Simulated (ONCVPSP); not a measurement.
**What one change does to a pseudopotential (Rh, ONCV)**

* Element: rhodium (Rh)
* Generator: ONCVPSP 4.0.1
* Type: optimised norm-conserving Vanderbilt (ONCV)
* Functional: PBEsol
* Relativity: scalar-relativistic
* Frozen core: [Ar] 3d10
* Valence charge: 17
* Reference configuration: 4s2 4p6 4d7 (charge +2)
* Partial waves: 4s: rc 1.55 bohr, ncon 4, nbas 9, qcut 5.8 1/bohr, 1 projector; 4p: rc 1.30 bohr, ncon 5, nbas 9, qcut 8.9 1/bohr, 3 projectors, debl 2.3 Ha; 4d: rc 1.85 bohr, ncon 4, nbas 9, qcut 9.8 1/bohr, 2 projectors, debl 3.8 Ha
* Local potential: polynomial inside 1.20 bohr (lpopt 4, dvloc0 2 Ha)
* Core correction: Teter function, fcfact 3.5, rcfact 1.7

In the p channel the program set the typed energies aside and used -2.616, 0.250, 2.550 Ha.

Change: p: rc 1.58.

Cutoffs: the cutoffs (Ha) at which the residual kinetic energy of the hardest occupied pseudo-wave falls to 1 and 0.1 mHa per electron; they do not see the model core or the augmentation charge, which bear on the density cutoff. Errors are all-electron minus pseudo energies relative to the spin-unpolarised reference configuration.

Problem. What does the change do?

Solution. The potential gets softer (35 Ha and 85 Ha → 27 Ha and 78 Ha); the errors of the 4 common tests hardly move; neither file shows a bound ghost. A larger radius leaves more room for a smooth pseudo-wave, so fewer plane waves are needed.

| quantity | base | changed |
| --- | --- | --- |
| cutoff, loose | 35 Ha | 27 Ha |
| cutoff, tight | 85 Ha | 78 Ha |
| loose cutoff by channel | s 15 Ha, p 35 Ha, d 27 Ha | s 15 Ha, p 27 Ha, d 27 Ha |
| bound ghosts | none | none |
| GHOST(+) flags under 300 eV | none | none |
| error for 4s2 4p6 4d8 5s1, meV [ΔE -26.97 eV] | +620 | +620 |
| error for 4s2 4p6 4d8, meV [ΔE -19.51 eV] | +1.8 | +1.8 |
| error for 4s2 4p6 4d6, meV [ΔE 32.49 eV] | -0.6 | -0.4 |
| error for 4s2 4p6 4d7 5s2, meV [ΔE -24.52 eV] | +1518 | +1521 |
| s: phases at 1.58 bohr within 0.05 rad from the reference energy up to (Ha; the scan ends near 5) | -1.5 | -1.5 |
| d: phases at 1.87 bohr within 0.05 rad from the reference energy up to (Ha; the scan ends near 5) | to the end of the scan | to the end of the scan |
| rms error of d²Exc/dni dnj with the model core, mHa | 3.97 | 4.03 |
